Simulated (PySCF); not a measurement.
Geometry:
| atom | x (Å) | y (Å) | z (Å) |
| --- | --- | --- | --- |
| Si1 | -2.783 | -0.122 | -0.772 |
| C2 | -1.442 | -0.492 | 0.514 |
| P3 | -1.954 | -1.224 | 1.949 |
| C4 | -0.064 | -0.123 | 0.238 |
| C5 | 0.230 | 1.064 | -0.436 |
| C6 | 1.538 | 1.418 | -0.703 |
| C7 | 2.580 | 0.587 | -0.323 |
| C8 | 2.303 | -0.603 | 0.329 |
| C9 | 0.996 | -0.953 | 0.609 |
| H10 | -3.918 | -1.001 | -0.499 |
| H11 | -2.229 | -0.365 | -2.106 |
| H12 | -3.209 | 1.280 | -0.673 |
| H13 | -0.720 | -1.227 | 2.630 |
| H14 | -0.578 | 1.718 | -0.727 |
| H15 | 1.748 | 2.345 | -1.216 |
| H16 | 3.601 | 0.862 | -0.540 |
| H17 | 3.109 | -1.262 | 0.618 |
| H18 | 0.783 | -1.896 | 1.095 |

One conformer, no solvent model, non-relativistic, equivalent nuclei averaged. Coordinates at the GFN2-xTB level; σ from GIAO-PBE0/pcSseg-1; PySCF 2.14.

Scale: $^{13}$C vs TMS (reference shieldings calculated alike).

Q: Do the $^{13}$C shifts follow the atomic charges (in e)? Tabulate both.

A: 
```json
{"atoms": "C2", "hybridisation": "–", "δ (ppm)": "226.8", "σ para (ppm)": "-303", "Hirshfeld": "-0.13", "IAO": "-0.47", "Mulliken": "-0.65", "ESP-fitted": "-0.23"}
{"atoms": "C4", "hybridisation": "–", "δ (ppm)": "155.3", "σ para (ppm)": "-227", "Hirshfeld": "-0.01", "IAO": "+0.00", "Mulliken": "-0.09", "ESP-fitted": "+0.47"}
{"atoms": "C7", "hybridisation": "–", "δ (ppm)": "134.7", "σ para (ppm)": "-202", "Hirshfeld": "-0.05", "IAO": "-0.15", "Mulliken": "-0.07", "ESP-fitted": "-0.26"}
{"atoms": "C6/C8", "hybridisation": "–", "δ (ppm)": "133.7", "σ para (ppm)": "-201", "Hirshfeld": "-0.05", "IAO": "-0.15", "Mulliken": "-0.07", "ESP-fitted": "+0.01"}
{"atoms": "C5/C9", "hybridisation": "–", "δ (ppm)": "130.8", "σ para (ppm)": "-197", "Hirshfeld": "-0.05", "IAO": "-0.15", "Mulliken": "-0.05", "ESP-fitted": "-0.45"}
```

Correlation coefficients of δ with charge over these carbons: Hirshfeld -0.80, IAO -0.81, Mulliken -0.98, ESP-fitted -0.00; with the paramagnetic shielding -1.00. With so few points these coefficients are fragile. Charge is one influence among several: hybridisation and low-lying excitations act through the paramagnetic term.

Shifts are as computed. Against solution values, carbons near 30 ppm lie about +3 ppm off and those near 130 ppm about +5 ppm. Of 1211 compounds with measured shifts, 218 miss one by over three times the rms of a fit or turn the order of signals round; such compounds aren't used in these exercises.
